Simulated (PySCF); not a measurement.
## Core-level binding energies of `[O-]c1cccc(O)c1`

Species: C₆H₅O₂ (charge -1).
Geometry (PBE0-D3(BJ)/def2-SVP, Å), atoms numbered from 1 in this order:
```xyz
13
C6H5O2 angstrom
O     -1.6373   -1.9503    1.1799
C     -1.0087   -1.0141    0.6373
C     -1.6227    0.2366    0.2261
C     -0.9009    1.2585   -0.3664
C      0.4780    1.1643   -0.6160
C      1.1110   -0.0265   -0.2355
O      2.4621   -0.1371   -0.4698
C      0.4119   -1.0674    0.3590
H     -2.6974    0.3376    0.4100
H     -1.4228    2.1805   -0.6543
H      1.0516    1.9677   -1.0822
H      2.7087   -1.0113   -0.1511
H      0.9362   -1.9887    0.6479
```

Computed, not measured: PySCF 2.14.0, delta-SCF UKS SCAN, pcX-2 on the ionised atom, pcseg-1 elsewhere, spin-free X2C. Binding energies are ΔSCF values: E(core-ionised, relaxed orbitals) − E(ground state) at a fixed geometry, referred to the vacuum level.

List the computed XPS lines with their assignment.

```
atom(s)                           bonded to  level  binding energy (eV)  above the level's lowest (eV)  count
     O7                             C and H   O 1s               534.96                          +4.65      1
     O1                                   C   O 1s               530.31                           0.00      1
     C6  O and 2 C (aromatic in the SMILES)   C 1s               287.06                          +2.66      1
     C2  O and 2 C (aromatic in the SMILES)   C 1s               286.53                          +2.13      1
     C4  2 C (aromatic in the SMILES) and H   C 1s               285.52                          +1.12      1
     C5  2 C (aromatic in the SMILES) and H   C 1s               284.79                          +0.39      1
     C8  2 C (aromatic in the SMILES) and H   C 1s               284.56                          +0.16      1
     C3  2 C (aromatic in the SMILES) and H   C 1s               284.40                           0.00      1
```

Lowest listed C 1s: C3, bonded to 2 C (aromatic in the SMILES) and H. Highest, 2.66 eV above it: C6, bonded to O and 2 C (aromatic in the SMILES). The widest gap between neighbouring values is 1.01 eV, between 285.52 and 286.53 eV.

Lowest listed O 1s: O1, bonded to C. Highest, 4.65 eV above it: O7, bonded to C and H. Summing the Pauling electronegativity differences to the bonded atoms, each weighted by its formal bond order, gives -0.89 for the lowest site and -2.13 for the highest; the largest sum, -0.89, belongs to O1, 4.65 eV below the top. The smallest sum, -2.13, belongs to O7, 4.65 eV above the lowest.

Which photon energy gives electrons from C 1s of C4 a kinetic energy of 200 eV, and what is their de Broglie wavelength?

hν = 285.52 + 200 = 485.52 eV, recoil neglected; λ = 12.264 Å/√(E/eV) = 0.87 Å.

The unrestricted hole states depart most from a pure doublet (⟨S²⟩ = 0.75; over 0.85 named) for C 1s of C2 (0.89), which makes this value less certain. The species carries charge -1, so core ionisation leaves a neutral species. The basis sets have no added diffuse functions. The structure is a single PBE0-D3(BJ)/def2-SVP conformer in the gas phase; no vibrational or solvent corrections. The geometry's basis has no diffuse functions, a weakness for an anion.
